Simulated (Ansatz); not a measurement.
`[MgH][Br]` and `[Br][Mg][Br]` differ in one atom or group.

Ansatz, PBE0-D4/def2-TZVP geometries, multiplicity 1. 

Scalar relativity is left out up to krypton.

```json
{"property": "LUMO energy (ωB97M-V/def2-TZVPP) / eV", "`[MgH][Br]`": "0.36"}
{"property": "HOMO energy (PBE0/def2-TZVPP) / eV", "`[MgH][Br]`": "-8.18"}
{"property": "HOMO–LUMO gap (PBE0/def2-TZVPP) / eV", "`[MgH][Br]`": "7.16"}
{"property": "size of the dipole moment (B3LYP/def2-TZVPP) / D", "`[MgH][Br]`": "1.47"}
{"property": "HOMO energy (PBE/def2-TZVPP) / eV", "`[MgH][Br]`": "-6.93"}
{"property": "HOMO energy (ωB97M-V/def2-TZVPP) / eV", "`[MgH][Br]`": "-10.40"}
```

(1) What does the change do to each property? (An estimate is asked.)

Answers

(1) Ansatz gave: 
| property | `[Br][Mg][Br]` | shift |
| --- | --- | --- |
| LUMO energy (ωB97M-V/def2-TZVPP) / eV | -0.43 | -0.79 |
| HOMO energy (PBE0/def2-TZVPP) / eV | -8.47 | -0.29 |
| HOMO–LUMO gap (PBE0/def2-TZVPP) / eV | 6.61 | -0.55 |
| size of the dipole moment (B3LYP/def2-TZVPP) / D | 0.01 | -1.46 |
| HOMO energy (PBE/def2-TZVPP) / eV | -7.21 | -0.28 |
| HOMO energy (ωB97M-V/def2-TZVPP) / eV | -10.68 | -0.28 |

With PBE0 the HOMO falls by 0.29 eV and the LUMO falls by 0.84 eV, so the gap narrows by about 0.55 eV. PBE moves the HOMO by -0.28 eV and ωB97M-V by -0.28 eV.

B3LYP here is the variant with VWN-RPA as its local correlation; programs differ in this.

Spin–orbit coupling is left out; it splits and shifts lone-pair levels of the heavy atoms by tenths of an eV.
